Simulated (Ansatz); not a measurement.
A nudged elastic band was laid between two geometries of C2H8BN + CH5N (19 atoms, charge 0, multiplicity 1).

All numbers below come from Ansatz, RKS B3LYP-D4/6-31G*.

| Quantity | Value |
| --- | --- |
| movable images | 5 |
| climbing image | yes |
| spring | 5.0 eV/Å² |
| optimiser | quadratic models (default) |
| start path | straight line |
| force threshold | 0.05 eV/Å |
| iteration limit | 60 |
| end points | relaxed |

Initial state:

```xyz
19
Properties=species:S:1:pos:R:3
B -0.079 0.467 -0.015
N -0.258 0.877 1.323
H -1.163 1.099 1.717
H 0.511 1.075 1.949
C 1.387 0.221 -0.562
H 1.494 -0.827 -0.872
H 1.581 0.827 -1.459
H 2.183 0.439 0.163
C -1.350 0.220 -0.927
H -1.431 -0.856 -1.136
H -2.298 0.542 -0.477
H -1.255 0.717 -1.902
N -0.141 -2.498 1.208
H -0.837 -3.169 1.529
C 1.171 -2.831 1.765
H 1.499 -3.802 1.373
H 1.899 -2.083 1.430
H 1.223 -2.881 2.868
H -0.432 -1.584 1.551
```

Final state:

```xyz
19
Properties=species:S:1:pos:R:3
B 0.091 -0.837 -0.336
N -0.593 0.780 2.420
H -1.511 0.798 2.864
H 0.084 0.941 3.166
C 1.387 0.018 -0.678
H 2.137 -0.578 -1.217
H 1.152 0.885 -1.305
H 1.879 0.400 0.226
C -1.322 -0.462 -0.944
H -2.127 -1.171 -0.711
H -1.623 0.522 -0.558
H -1.272 -0.358 -2.036
N 0.173 -1.939 0.541
H -0.666 -2.486 0.696
C 1.350 -2.489 1.194
H 1.583 -3.500 0.833
H 2.212 -1.852 0.989
H 1.222 -2.544 2.284
H -0.446 -0.176 2.098
```

(1) What changes between the two ends?

(2) Give the energies along the band, and the barrier.

(3) What is the geometry of the highest image?

Results:

(1) Bonds broken: B1–N2, N13–H19. Bonds formed: B1–N13, N2–H19. C2H8BN + CH5N becomes C3H10BN + H3N.

(2) The forces met the threshold. The highest image is number 3 of 0 to 6, 71.6 kJ/mol above the first end and 73.8 kJ/mol above the last; the last end lies 2.3 kJ/mol below the first. Another band between the same ends (5 images) ends at a top of the same energy, where a vibrational analysis finds 1 clearly imaginary mode. The orbitals stay closed-shell, which can raise the energy where a bond breaks towards radicals; this wasn't checked here.

```json
{"image": "0", "path coordinate (Å)": "0.00", "energy (kJ/mol)": "0.0", "B1–N2 (Å)": "1.41", "N13–H19 (Å)": "1.02", "B1–N13 (Å)": "3.21"}
{"image": "1", "path coordinate (Å)": "1.71", "energy (kJ/mol)": "4.7", "B1–N2 (Å)": "1.41", "N13–H19 (Å)": "1.02", "B1–N13 (Å)": "3.09"}
{"image": "2", "path coordinate (Å)": "3.42", "energy (kJ/mol)": "5.5", "B1–N2 (Å)": "1.42", "N13–H19 (Å)": "1.02", "B1–N13 (Å)": "2.67"}
{"image": "3", "path coordinate (Å)": "5.13", "energy (kJ/mol)": "71.6", "B1–N2 (Å)": "1.64", "N13–H19 (Å)": "1.33", "B1–N13 (Å)": "1.63"}
{"image": "4", "path coordinate (Å)": "6.47", "energy (kJ/mol)": "8.7", "B1–N2 (Å)": "2.44", "N13–H19 (Å)": "2.49", "B1–N13 (Å)": "1.43"}
{"image": "5", "path coordinate (Å)": "7.82", "energy (kJ/mol)": "-0.8", "B1–N2 (Å)": "3.06", "N13–H19 (Å)": "2.53", "B1–N13 (Å)": "1.41"}
{"image": "6", "path coordinate (Å)": "9.16", "energy (kJ/mol)": "-2.3", "B1–N2 (Å)": "3.27", "N13–H19 (Å)": "2.43", "B1–N13 (Å)": "1.41"}
```

(3) 
```xyz
19
Properties=species:S:1:pos:R:3
B -0.059 -0.355 0.291
N -0.406 0.469 1.660
H -1.319 0.915 1.715
H 0.303 1.115 2.001
C 1.351 0.097 -0.340
H 1.697 -0.601 -1.115
H 1.261 1.079 -0.823
H 2.167 0.180 0.394
C -1.324 -0.369 -0.708
H -2.263 -0.672 -0.217
H -1.505 0.619 -1.152
H -1.169 -1.063 -1.546
N 0.007 -1.747 1.143
H -0.762 -2.374 0.913
C 1.254 -2.498 1.294
H 1.617 -2.898 0.338
H 2.030 -1.838 1.692
H 1.127 -3.332 1.994
H -0.302 -0.773 1.990
```

Time of the run: 2.8 min on 4 threads of Arm Neoverse V2, with other jobs on the host, peak memory 0.32 GiB.
